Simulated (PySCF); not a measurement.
Solvent effects on NMR parameters

Geometry:
```
atom   x (Å)   y (Å)   z (Å)
  C1  -3.335   0.901  -0.374
  N2  -2.115   0.189  -0.080
  C3  -2.052  -0.537   1.162
  C4  -1.102   0.210  -0.977
  O5  -1.154   0.807  -2.051
 Si6   0.617  -0.597  -0.854
  C7   1.934   0.758  -0.939
  C8   3.159   0.268  -0.139
 Si9   2.493  -0.785   1.288
 O10   1.052  -1.331   0.608
 H11  -3.216   1.394  -1.347
 H12  -3.541   1.659   0.400
 H13  -4.193   0.209  -0.417
 H14  -2.187   0.143   2.021
 H15  -1.079  -1.036   1.263
 H16  -2.847  -1.302   1.210
 H17   0.673  -1.605  -1.949
 H18   2.183   1.047  -1.971
 H19   1.497   1.655  -0.467
 H20   3.790  -0.387  -0.766
 H21   3.804   1.097   0.194
 H22   2.197   0.010   2.520
 H23   3.366  -1.937   1.656
```

GIAO PBE0/pcSseg-1 in PySCF 2.14 on one PBE0-D3(BJ)/def2-SVP conformer, non-relativistic, equivalent nuclei averaged. Solvents enter as an IEF-PCM continuum (methanol with ε = 32.6, acetonitrile with ε = 35.7) around the gas-phase geometry. Shifts are referred to TMS computed in the same medium.

Gas phase, δ in ppm: C4 185.4, C1/C3 32.5, C7 8.9, C8 7.8, Si9 2.1, Si6 -19.6, H23 5.11, H22 5.00, H17 4.84, H11/H12/H13/H14/H15/H16 3.11, H18 1.46, H21 1.00, H20 0.97, H19 0.71. Dipole moment 2.51 D.

Problem. How does each δ change in the continuum?

Solution. 
```tsv
atoms	environment	Δδ, methanol	Δδ, acetonitrile
C4	carbonyl carbon	+2.5	+2.6
C1/C3	methyl carbon bonded to N	+0.8	+0.8
C7	sp3 CH2 bonded to Si	+0.3	+0.3
C8	sp3 CH2 bonded to Si	+0.5	+0.5
Si9	silicon bonded to C, O, 2 H, in a 5-membered ring	+1.3	+1.3
Si6	silicon bonded to 2 C, O, H, in a 5-membered ring	+2.5	+2.5
H23	hydrogen on a silicon bonded to C, O, in a 5-membered ring	-0.05	-0.05
H22	hydrogen on a silicon bonded to C, O, in a 5-membered ring	-0.04	-0.04
H17	hydrogen on a silicon bonded to 2 C, O, in a 5-membered ring	-0.08	-0.08
H11/H12/H13/H14/H15/H16	hydrogen on a methyl carbon bonded to N	+0.07	+0.08
H18	hydrogen on an sp3 CH2 bonded to Si	-0.07	-0.07
H21	hydrogen on an sp3 CH2 bonded to Si	+0.17	+0.17
H20	hydrogen on an sp3 CH2 bonded to Si	+0.19	+0.19
H19	hydrogen on an sp3 CH2 bonded to Si	+0.12	+0.12
```

Changes are relative to the gas phase. The dipole moment becomes 3.49 D in methanol, 3.50 D in acetonitrile.

Problem. Which of the listed nuclei move most (in ppm), and what does the model miss? (N and O are left out, as their reference compounds move with the solvent too.)

Solution. C4 (carbonyl carbon, +2.6 ppm) and Si6 (silicon bonded to 2 C, O, H, in a 5-membered ring, +2.5 ppm) in acetonitrile. A continuum only polarises the solute; specific hydrogen bonds, the anisotropy of aromatic solvents and changes of geometry or conformer are outside it.
